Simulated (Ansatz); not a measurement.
Two members of one family (Series SnH3X), computed with Ansatz in the gas phase; def2 core potentials for Sn, no spin–orbit coupling. The two geometries come from different levels. Binding counts from free atoms in the multiplicity of their measured ground term, without zero-point energy. A dash marks a value that wasn't run or was left out as unsound. The structures are stationary points that may keep the symmetry of their start. Remarks come from the PBE and PBE0 runs and from stability tests at other levels; not every state was tested. HOMO above LUMO (over both spins in singlets and doublets, within one spin in higher multiplets; at PBE or PBE0), or a gap under 0.15 eV within one spin, warns that the state may not be the lowest or that an electron is smeared out.

First: SnBrH3 (singlet, charge 0, r2SCAN-D4/def2-TZVP geometry).

| atom | x (Å) | y (Å) | z (Å) |
| --- | --- | --- | --- |
| Sn1 | -0.119 | -0.172 | -0.031 |
| Br2 | 1.280 | 1.855 | 0.332 |
| H3 | -1.701 | 0.383 | -0.308 |
| H4 | 0.004 | -1.097 | 1.389 |
| H5 | 0.534 | -0.969 | -1.382 |

```csv
level,HOMO (eV),LUMO (eV),gap (eV),vertical IE (eV),vertical triplet (eV),binding per atom (eV)
PBE-D4/def2-SVP,-6.70,-1.72,4.98,–,–,2.24
revPBE-D4/def2-TZVP,-6.85,-1.83,5.03,–,–,2.21
r2SCAN-D4/def2-TZVP,-7.22,-1.62,5.60,10.35,5.37,2.30
PBE0-D4/def2-SVP,-8.01,-0.90,7.11,–,–,2.23
PBE0-D4/def2-TZVP,-8.16,-1.09,7.06,10.41,5.44,2.26
```

Remarks: gap within one spin near zero at PBE or PBE0 (+1 doublet), HOMO above LUMO (+1 doublet), gap within one spin near zero at PBE or PBE0 (triplet), HOMO above LUMO (triplet).

Second: Sn(CN)H3 (singlet, charge 0, PBE-D4/def2-TZVP geometry).

```csv
atom,x (Å),y (Å),z (Å)
Sn1,0.065,0.389,0.533
C2,-0.143,-0.857,-1.177
N3,-0.259,-1.544,-2.113
H4,-1.315,0.113,1.499
H5,0.143,1.993,-0.048
H6,1.509,-0.094,1.306
```

Estimate the same table for the second.


| level | HOMO (eV) | LUMO (eV) | gap (eV) | vertical IE (eV) | vertical triplet (eV) | binding per atom (eV) |
| --- | --- | --- | --- | --- | --- | --- |
| PBE-D4/def2-SVP | -8.02 | -1.09 | 6.93 | – | – | 3.43 |
| revPBE-D4/def2-TZVP | -8.12 | -1.20 | 6.92 | – | – | 3.34 |
| r2SCAN-D4/def2-TZVP | -8.47 | -1.07 | 7.40 | 11.44 | 5.91 | 3.33 |
| PBE0-D4/def2-SVP | -9.39 | -0.19 | 9.20 | – | – | 3.32 |
| PBE0-D4/def2-TZVP | -9.47 | -0.37 | 9.11 | 11.64 | 5.97 | 3.33 |

Remarks: gap within one spin near zero at PBE or PBE0 (+1 doublet), HOMO above LUMO (+1 doublet).
